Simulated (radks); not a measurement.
All-electron atom: the strontium ion Sr19+ in [Ar] 3d1 (the NIST ground configuration). Calculated with a radial shooting solver on a logarithmic mesh with Libxc functionals: Dirac Kohn-Sham, XLYP, spin-unpolarised, spherical densities, finite nucleus; open shells are shared between the two j in proportion to 2j + 1; Fermi nuclear charge, rms radius 4.224 fm.

Unscreened Slater integrals over Kohn-Sham orbitals (cm^-1). Large and small components are both included.

| integral | value |
|---|---|
| F0(3d5/2,3d5/2) | 497630 |
| F2(3d5/2,3d5/2) | 254080 |
| F4(3d5/2,3d5/2) | 163590 |
| F0(3d5/2,3d3/2) | 498940 |
| F2(3d5/2,3d3/2) | 254520 |
| G2(3d5/2,3d3/2) | 253580 |
| G4(3d5/2,3d3/2) | 163250 |
| F0(3d5/2,3p3/2) | 467260 |
| F2(3d5/2,3p3/2) | 226710 |
| G1(3d5/2,3p3/2) | 250350 |
| G3(3d5/2,3p3/2) | 164800 |
| F0(3d5/2,3p1/2) | 471670 |
| G3(3d5/2,3p1/2) | 168150 |
| F0(3d3/2,3d3/2) | 500270 |
| F2(3d3/2,3d3/2) | 254970 |
| F0(3d3/2,3p3/2) | 468300 |
| F2(3d3/2,3p3/2) | 226630 |
| G1(3d3/2,3p3/2) | 249510 |
| G3(3d3/2,3p3/2) | 164240 |
| F0(3d3/2,3p1/2) | 472740 |
| G1(3d3/2,3p1/2) | 256590 |
| F0(3p3/2,3p3/2) | 449130 |
| F2(3p3/2,3p3/2) | 226860 |
| F0(3p3/2,3p1/2) | 452810 |
| G2(3p3/2,3p1/2) | 227950 |
| F0(3p1/2,3p1/2) | 456610 |
